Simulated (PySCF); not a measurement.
## Simulated absorption spectrum

C3H12Si2.
SMILES: `CC(C)[SiH2][SiH3]`

The calculation used TDDFT CAM-B3LYP/def2-SVPD, vertical, gas phase, core orbitals frozen in the response (PySCF 2.14.0, density-fitted response routines). Isolated species at its PBE0-D3(BJ)/def2-SVP geometry (one conformer only). Torsions of this conformer, `[CH3:1][CH:2]([CH3:3])[SiH2:4][SiH3:5]`: C1–C2–Si4–Si5 -67°.

Broadening: Gaussians 0.25 eV wide at half height, area fixed by f = 4.319×10⁻⁹ ∫ε dν̃. The width is an assumption, not a result. The curve ends short of the highest state used, and states not computed would add to its high-energy end.

| λ (nm) | ε (L mol⁻¹ cm⁻¹) |
| --- | --- |
| 157.1 | 28790 |
| 158.1 | 26423 |
| 159.1 | 19985 |
| 160.0 | 13456 |
| 161.0 | 8061 |
| 162.0 | 5569 |
| 162.9 | 5283 |
| 163.9 | 5939 |
| 164.8 | 6472 |
| 165.8 | 6422 |
| 166.8 | 5676 |
| 167.7 | 4689 |
| 168.7 | 3599 |
| 169.7 | 2763 |
| 170.6 | 2332 |
| 171.6 | 2250 |
| 172.6 | 2530 |
| 173.5 | 2935 |
| 174.5 | 3302 |
| 175.5 | 3345 |
| 176.4 | 3039 |
| 177.4 | 2409 |
| 178.3 | 1747 |
| 179.3 | 1081 |
| 180.3 | 590 |
| 181.2 | 309 |
| 182.2 | 134 |
| 183.2 | 52 |
| 184.1 | 20 |
| 185.1 | 6 |

(1) Locate the maxima and give the states behind the curve.

(2) Coming from long wavelengths, where does ε first pass 100 L mol⁻¹ cm⁻¹?

## Answers

(1) 175 nm (7.08 eV), ε about 3400, made up of S1 (98%); 165 nm (7.50 eV), ε about 6500, made up of S3 (86%); 157 nm (7.89 eV), ε about 29000, made up of S5 (96%) (ε in L mol⁻¹ cm⁻¹; maxima over ε = 5, shares over 10%). The states used: S1 7.07 eV (f 0.031); S2 7.34 eV (f 0.014); S3 7.51 eV (f 0.052); S4 7.62 eV (f 0.0066); S5 7.88 eV (f 0.257); S6 8.05 eV (f 0.027); S7 8.15 eV (f 0.026); S8 8.25 eV (f 0.207); S9 8.36 eV (f 0.0041); S10 8.49 eV (f 0.050).

(2) At about 183 nm (6.79 eV), 0.28 eV below S1.

All these states lie below the vertical ionisation energy of 9.79 eV (ΔSCF).

Time: 2.1 min wall; peak memory 1.1 GiB. Hardware: one thread, Intel Xeon Platinum 8259CL at 2.50 GHz (x86_64), shared host with 96 logical CPUs at a one-minute load of 40.
